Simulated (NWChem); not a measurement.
System: SiNH₅Te; SMILES N[Te][SiH3]

Input file for NWChem:

```
start job
memory heap 200 mb stack 900 mb global 1100 mb
geometry units angstroms
  Te     0.036446     0.226336     0.413338
  N      0.983752     1.419107    -0.979783
  H      0.345217     1.684811    -1.717704
  H      1.743243     0.919459    -1.422858
  Si    -0.646046    -1.615260    -1.124074
  H      0.504339    -2.275812    -1.743137
  H     -1.498888    -1.134142    -2.212008
  H     -1.376715    -2.559655    -0.293870
end
basis spherical
  * library def2-svp
end
ecp
  Te library def2-ecp
end
dft
  xc pbe0
  iterations 150
end
driver
  maxiter 120
end
task dft optimize
dft
  grid fine
  convergence energy 1d-8 density 1d-7
end
task dft freq numerical
```

Output (shortened):

```
             Northwest Computational Chemistry Package (NWChem) 7.3.0
             --------------------------------------------------------

 C1  symmetry detected

                             Geometry "geometry" -> ""
                             -------------------------

 Output coordinates in angstroms (scale by  1.889725989 to convert to a.u.)

  No.       Tag          Charge          X              Y              Z
 ---- ---------------- ---------- -------------- -------------- --------------
    1 Te                  52.0000    -0.34762004     0.48248493     0.00006550
    2 N                    7.0000     1.60225624     1.15987694     0.00007475
    3 H                    1.0000     2.10065610     0.81773927    -0.81072261
    4 H                    1.0000     2.10127588     0.81698505     0.81013321
    5 Si                  14.0000     0.14230290    -1.96309932    -0.00000873
    6 H                    1.0000     0.88426530    -2.38004683     1.19104130
    7 H                    1.0000     0.93856391    -2.36318487    -1.16117811
    8 H                    1.0000    -1.15655343    -2.61645700    -0.03308082

 Effective nuclear repulsion energy (a.u.)     340.3938721846

                                Z-matrix (autoz)
                                --------

 Units are Angstrom for bonds and degrees for angles

[...]

      ----------------------
      Optimization converged
      ----------------------

  Step       Energy      Delta E   Gmax     Grms     Xrms     Xmax
  ---- ---------------- -------- -------- -------- -------- --------
@    8    -614.94319651 -8.8D-08  0.00002  0.00001  0.00048  0.00129
                                     ok       ok       ok       ok

                                Z-matrix (autoz)
                                --------

 Units are Angstrom for bonds and degrees for angles

[...]

 Rotational Constants
 --------------------
 A=   0.250113 cm-1  (  0.359849 K)
 B=   0.092953 cm-1  (  0.133736 K)
 C=   0.070205 cm-1  (  0.101008 K)

 Temperature                      =   298.15K
 frequency scaling parameter      =   1.0000

 Zero-Point correction to Energy  =   31.890 kcal/mol  (  0.050820 au)
 Thermal correction to Energy     =   35.635 kcal/mol  (  0.056788 au)
 Thermal correction to Enthalpy   =   36.227 kcal/mol  (  0.057732 au)

 Total Entropy                    =   79.579 cal/mol-K
   - Translational                =   41.400 cal/mol-K (mol. weight = 176.9258)
   - Rotational                   =   26.382 cal/mol-K (symmetry #  =        1)
   - Vibrational                  =   11.797 cal/mol-K

 Cv (constant volume heat capacity) =   19.287 cal/mol-K
   - Translational                  =    2.979 cal/mol-K
   - Rotational                     =    2.979 cal/mol-K
   - Vibrational                    =   13.328 cal/mol-K

[normal modes left out]

 ----------------------------------------------------------------------------
 Normal Eigenvalue ||           Projected Infra Red Intensities
  Mode   [cm**-1]  || [atomic units] [(debye/angs)**2] [(KM/mol)] [arbitrary]
 ------ ---------- || -------------- ----------------- ---------- -----------
    1       -0.000 ||    0.000135           0.003         0.132       0.032
    2        0.000 ||    0.000224           0.005         0.219       0.053
    3        0.000 ||    0.000142           0.003         0.138       0.034
    4        0.000 ||    0.000247           0.006         0.240       0.059
    5        0.000 ||    0.000018           0.000         0.017       0.004
    6        0.000 ||    0.000429           0.010         0.419       0.102
    7      103.306 ||    0.000289           0.007         0.282       0.069
    8      114.424 ||    0.004856           0.112         4.734       1.156
    9      285.102 ||    0.049735           1.147        48.484      11.843
   10      329.697 ||    0.001091           0.025         1.063       0.260
   11      517.104 ||    0.030770           0.710        29.996       7.327
   12      548.473 ||    0.044749           1.032        43.624      10.656
   13      550.719 ||    0.003461           0.080         3.374       0.824
   14      774.573 ||    0.088896           2.051        86.660      21.168
   15      881.129 ||    0.348134           8.032       339.378      82.898
   16      913.922 ||    0.040119           0.926        39.110       9.553
   17      948.433 ||    0.062218           1.435        60.653      14.815
   18      961.848 ||    0.001681           0.039         1.639       0.400
   19     1541.171 ||    0.018923           0.437        18.447       4.506
   20     2215.888 ||    0.086062           1.986        83.897      20.493
   21     2224.571 ||    0.098748           2.278        96.265      23.514
   22     2235.434 ||    0.090440           2.087        88.165      21.536
   23     3531.013 ||    0.014546           0.336        14.180       3.464
   24     3641.295 ||    0.021980           0.507        21.427       5.234
 ----------------------------------------------------------------------------
```

Level: PBE0/def2-SVP with def2 effective core potentials on Te. def2 effective core potentials on Te; no spin-orbit coupling.
